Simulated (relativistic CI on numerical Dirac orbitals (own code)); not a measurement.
Charge states of niobium

Computed by Dirac-Coulomb-Breit CI, separate exchange-only KLI orbitals for each configuration, QED by a radiative potential, valence Slater integrals scaled by 0.9 (own radial code, finite nucleus).

Each species is treated in one configuration, given outside its closed core. Radial values are for the open shell of highest l, unscaled and averaged over j; ζ includes the Breit term. Labels give the leading LS character, summed over repeated terms.

| Ion | Configuration | Its lowest level | LS weight (%) | ζ (cm⁻¹) | g_J | g√(J(J+1)) | ⟨r⟩ (bohr) | ⟨r²⟩ (bohr²) |
| --- | --- | --- | --- | --- | --- | --- | --- | --- |
| Nb | 4d4 5s | 6D_1/2 | 100 | 372.1 | 3.336 | 2.89 | 2.217 | 6.265 |
| Nb+ | 4d4 | 5D_0 | 99 | 386.1 |  | 0.00 | 2.047 | 5.106 |
| Nb2+ | 4d3 | 4F_3/2 | 100 | 482.3 | 0.400 | 0.78 | 1.851 | 4.066 |
| Nb3+ | 4d2 | 3F_2 | 99 | 585 | 0.668 | 1.64 | 1.715 | 3.437 |
| Nb4+ | 4d | 2D_3/2 | 100 | 690.9 | 0.799 | 1.55 | 1.612 | 3.004 |
| Nb5+ | 3d10 4s2 4p6 | 1S_0 | 100 |  |  | 0.00 |  |  |
| Nb6+ | 3d10 4s2 4p5 | 2P°_3/2 | 100 | 12870 | 1.334 | 2.58 | 1.205 | 1.642 |
| Nb7+ | 3d10 4s2 4p4 | 3P_2 | 90 | 13620 | 1.451 | 3.55 | 1.178 | 1.567 |
| Nb8+ | 3d10 4s2 4p3 | 4S°_3/2 | 89 | 14400 | 1.919 | 3.72 | 1.153 | 1.499 |
| Nb9+ | 3d10 4s2 4p2 | 3P_0 | 92 | 15190 |  | 0.00 | 1.129 | 1.438 |
| Nb10+ | 3d10 4s2 4p | 2P°_1/2 | 100 | 15990 | 0.665 | 0.58 | 1.107 | 1.382 |
| Nb11+ | 3d10 4s2 | 1S_0 | 100 |  |  | 0.00 |  |  |
| Nb12+ | 3d10 4s | 2S_1/2 | 100 |  | 2.001 | 1.73 | 1.009 | 1.141 |
| Nb13+ | 3d10 | 1S_0 | 100 |  |  | 0.00 |  |  |
| Nb14+ | 3d9 | 2D_5/2 | 100 | 9286 | 1.198 | 3.54 | 0.4123 | 0.2018 |
| Nb15+ | 3d8 | 3F_4 | 98 | 9689 | 1.244 | 5.56 | 0.404 | 0.1932 |
| Nb16+ | 3d7 | 4F_9/2 | 93 | 10110 | 1.315 | 6.54 | 0.3962 | 0.1853 |
| Nb17+ | 3d6 | 5D_4 | 92 | 10540 | 1.478 | 6.61 | 0.3888 | 0.1779 |
| Nb18+ | 3d5 | 6S_5/2 | 94 | 10980 | 1.976 | 5.84 | 0.3817 | 0.171 |
| Nb19+ | 3d4 | 5D_0 | 81 | 11440 |  | 0.00 | 0.375 | 0.1646 |
| Nb20+ | 3d3 | 4F_3/2 | 91 | 11920 | 0.437 | 0.85 | 0.3685 | 0.1587 |
| Nb21+ | 3d2 | 3F_2 | 92 | 12410 | 0.691 | 1.69 | 0.3623 | 0.1531 |
| Nb22+ | 3d | 2D_3/2 | 100 | 12920 | 0.797 | 1.54 | 0.3564 | 0.1478 |
| Nb23+ | 3s2 3p6 | 1S_0 | 100 |  |  | 0.00 |  |  |

At low charge ζ of a weakly bound d or f electron comes out too small.
